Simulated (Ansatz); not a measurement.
`B[C](=C)[AlH][F]` + H₂ → `C=[CH][AlH][F]` + BH₃ at 298.15 K and 1 bar (hydrogenolysis of a C–B bond).

Calculated with Ansatz (gas phase, PBE0-D4/def2-TZVP geometries, no zero-point term in ΔE). CCSD(T)/CBS adds triple-zeta CCSD(T) − MP2 to the extrapolated MP2 energy (def2 sets, frozen cores). This one scheme is used for every species. One conformer a species, not always the lowest.

```tsv
species	CCSD(T)/CBS energy (Eh)	H − E (kJ/mol)	S (J/(mol·K))
`B[C](=C)[AlH][F]`	-445.74843	184.5	359.9
H₂	-1.17544	35.1	130.4
`C=[CH][AlH][F]`	-420.36993	151.6	312.4
BH₃	-26.55200	78.7	188.3
```

H − E and S are ideal-gas, rigid-rotor, harmonic terms from PBE0-D4/def2-TZVP, for one conformer and one mirror image of each species. The MP2-based limit puts H₂ 0.8 mEh under its directly extrapolated value; such offsets cancel only in part. 1 Eh = 2625.50 kJ/mol, R = 8.31446 J/(mol·K).

Q: By hand: ΔE, ΔH, ΔS and ΔG.

A: ΔE = (-420.36993) + (-26.55200) − (-445.74843) − (-1.17544) = 0.00194 Eh = 5.1 kJ/mol. Δ(H − E) = 151.6 + 78.7 − 184.5 − 35.1 = 10.7, so ΔH = 15.8 kJ/mol. ΔS = 312.4 + 188.3 − 359.9 − 130.4 = 10.4 J/(mol·K). ΔG = 15.8 − 298.15 × (10.4)/1000 = 12.7 kJ/mol.

Q: By hand: the equilibrium constant, and the temperature at which ΔG would vanish if ΔH and ΔS stayed fixed.

A: log₁₀ K = −ΔG/(RT ln 10) = -2.2. ΔG = 0 at ΔH/ΔS = 1519 K, though so small a ΔS makes that figure unsure.

The number of gas molecules stays the same, so ΔS is small and ΔH decides. A doubt of 5 kJ/mol in ΔE shifts log₁₀ K by 0.9 here. Other conformers and mirror images would add mixing entropy, several J/(mol·K) or more a flexible species. Modes under 60 cm⁻¹, often nearly free rotors, make the harmonic entropy too high. These are equilibria of isolated gas molecules and say nothing of rates. Largest T1 diagnostic: 0.012 (customary marks: 0.02 for closed shells, 0.045 for open ones).
